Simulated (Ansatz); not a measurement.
Question: Name a neutral molecule of C, F, Ga, Si and H with LUMO energy (PBE/def2-TZVPP) between -2.70 and -2.40 eV and HOMO–LUMO gap (B3LYP/def2-TZVPP) between 5.10 and 5.40 eV (Ansatz, PBE0-D4/def2-TZVP geometry).

Answer: `F[CH]([SiH3])[GaH2]` (-2.59 eV, 5.38 eV). Other molecules can fit too; these were computed, each in one conformer that needn't be the lowest.

B3LYP here is the variant with VWN-RPA as its local correlation; programs differ in this.
